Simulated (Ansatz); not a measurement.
Ansatz (a first-principles code) input (CCSD(T)/aug-cc-pV(D+d)Z):
A basis named .json is the Basis Set Exchange file of that set.

Ansatz 0.2 input:
```yaml
crystal:
  periodic: [false, false, false]
  atoms:
    - {symbol: C, position_ang: [-0.85208634, 1.49722133, -0.49992816]}
    - {symbol: Si, position_ang: [0.07565165, 0.12676904, 0.40473674]}
    - {symbol: C, position_ang: [1.72449326, -0.21027040, -0.44672178]}
    - {symbol: C, position_ang: [-0.96656082, -1.44472407, 0.44292613]}
    - {symbol: H, position_ang: [-1.05596177, 1.19660396, -1.53375066]}
    - {symbol: H, position_ang: [-1.80792943, 1.71509203, -0.02038040]}
    - {symbol: H, position_ang: [-0.27058029, 2.42031245, -0.52861970]}
    - {symbol: H, position_ang: [2.28341453, -0.99622958, 0.06410586]}
    - {symbol: H, position_ang: [1.55674693, -0.53483042, -1.47979822]}
    - {symbol: H, position_ang: [2.34881167, 0.68444910, -0.47452926]}
    - {symbol: H, position_ang: [-1.17204142, -1.78659375, -0.57767556]}
    - {symbol: H, position_ang: [-1.92430601, -1.27573663, 0.93814032]}
    - {symbol: H, position_ang: [-0.45235402, -2.25119489, 0.96853613]}
basis:
  gaussian:
    orbitals: aug-cc-pV_D+d_Z.json
magnetization: {spin_polarized: true, initial_magnetization: 1}
correlation: {method: ccsd_t, electrons: outside_noble_gas}
```

End of the output:

```
integrals: 1.26 GiB planned
1815 factors; integrals over basis functions are off by at most 1.2e-3 eV
mean field: 1.19 GiB planned
mean field evaluation 1: about -11091.0622 eV, gradient 3.0e1 eV
mean field evaluation 2: about -11091.0758 eV, gradient 3.0e1 eV
mean field evaluation 4: about -11096.1553 eV, gradient 2.7e0 eV
mean field evaluation 8: about -11096.2510 eV, gradient 2.1e-1 eV
mean field evaluation 16: about -11096.1384 eV, gradient 2.6e0 eV
mean field -11096.25200047 eV, -407.7797397074 hartree, gradient 3.8e-6 eV, S^2 0.752981; 0 other end points of the search recorded, 0 dependent functions left out
8 core orbitals not correlated
reference -11096.25200047 eV, -407.7797397074 hartree; 13, 12 occupied and 161, 162 virtual orbitals, 1815 factors
second order -14.90780998 eV of doubles, -0.00000000 eV of singles
coupled cluster: 3.62 GiB planned
cycle   1  -16.09323457 eV  change    -1.2e0 eV  update   8.3e-2
cycle   2  -16.53796335 eV  change   -4.4e-1 eV  update   2.6e-2
cycle   3  -16.59323842 eV  change   -5.5e-2 eV  update   9.1e-3
cycle   4  -16.59128247 eV  change    2.0e-3 eV  update   3.0e-3
cycle   5  -16.59046320 eV  change    8.2e-4 eV  update   1.0e-3
cycle   6  -16.59036968 eV  change    9.4e-5 eV  update   3.9e-4
cycle   7  -16.59040107 eV  change   -3.1e-5 eV  update   1.3e-4
cycle   8  -16.59042840 eV  change   -2.7e-5 eV  update   5.0e-5
cycle   9  -16.59042298 eV  change    5.4e-6 eV  update   1.6e-5
perturbative correction -0.53640735 eV, -0.0197126064 hartree
Total energy: -11113.37883079 eV, -408.4091391127 hartree
```

It need not be the lowest isomer of its formula.
